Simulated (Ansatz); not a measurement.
A nudged elastic band was laid between two geometries of C$_{3}$H$_{10}$O$_{2}$Si (16 atoms, charge 0, multiplicity 1).

Method: RHF/6-31G* (Ansatz 0.2.0).

| Item | Value |
| --- | --- |
| movable images | 9 |
| climbing image | yes |
| spring | 5.0 eV/Å² |
| optimiser | quadratic models (default) |
| start path | IDPP |
| force threshold | 0.05 eV/Å |
| iteration limit | 60 |
| end points | relaxed |

First end point:

```xyz
16
Properties=species:S:1:pos:R:3
C 0.636 -1.585 1.416
C 0.723 -1.513 -0.107
C 0.700 -0.092 -0.644
O -0.523 0.523 -0.317
Si -0.962 2.051 -0.710
O -2.477 2.271 -0.132
H -0.282 -1.134 1.773
H 0.659 -2.615 1.757
H 1.468 -1.064 1.880
H -0.102 -2.062 -0.552
H 1.640 -1.988 -0.448
H 1.523 0.479 -0.221
H 0.827 -0.103 -1.724
H -0.948 2.231 -2.173
H -0.036 3.023 -0.103
H -2.867 1.555 0.350
```

Last end point:

```xyz
16
Properties=species:S:1:pos:R:3
C 0.275 -1.928 1.078
C 0.847 -1.262 -0.172
C 1.019 0.244 -0.025
O -0.203 0.891 0.236
Si -1.247 1.559 -0.829
O -2.015 2.806 -0.097
H -0.702 -1.527 1.321
H 0.174 -2.999 0.932
H 0.923 -1.770 1.935
H 0.205 -1.465 -1.026
H 1.820 -1.688 -0.407
H 1.679 0.463 0.807
H 1.476 0.656 -0.922
H -2.299 0.626 -1.252
H -0.467 2.001 -2.003
H -1.508 3.371 0.469
```

What changes between the two ends?

No bond is made or broken. The dihedral H13–C3–O4–Si5 goes from -59 to 30°.

Give the energies along the band, and the barrier.

The forces met the threshold. The highest image is number 6 of 0 to 10, 0.5 kcal/mol above the first end and 0.3 kcal/mol above the last; the last end lies 0.2 kcal/mol above the first. A vibrational analysis at the climbing image gives no mode beyond 40i cm⁻¹: the surface is too flat there to confirm a saddle point.

```csv
image,path coordinate (Å),energy (kcal/mol),dihedral H13–C3–O4–Si5 (°)
0,0.00,0.0,-59
1,0.52,0.0,-51
2,1.04,0.2,-42
3,1.56,0.3,-33
4,2.08,0.4,-24
5,2.61,0.5,-15
6,3.13,0.5,-5
7,3.66,0.4,5
8,4.19,0.3,14
9,4.72,0.3,22
10,5.25,0.2,30
```

What is the geometry of the highest image?


```xyz
16
Properties=species:S:1:pos:R:3
C 0.359 -1.964 1.104
C 0.815 -1.365 -0.225
C 0.917 0.152 -0.198
O -0.341 0.728 0.069
Si -1.093 1.877 -0.821
O -2.302 2.503 0.088
H -0.620 -1.591 1.380
H 0.304 -3.046 1.042
H 1.052 -1.713 1.903
H 0.128 -1.653 -1.016
H 1.792 -1.763 -0.495
H 1.605 0.469 0.579
H 1.313 0.510 -1.145
H -1.710 1.329 -2.037
H -0.098 2.901 -1.200
H -2.143 2.603 1.016
```

Time of the run: 100 s on 2 threads of Arm Neoverse V1, on a shared host, peak memory 0.26 GiB.
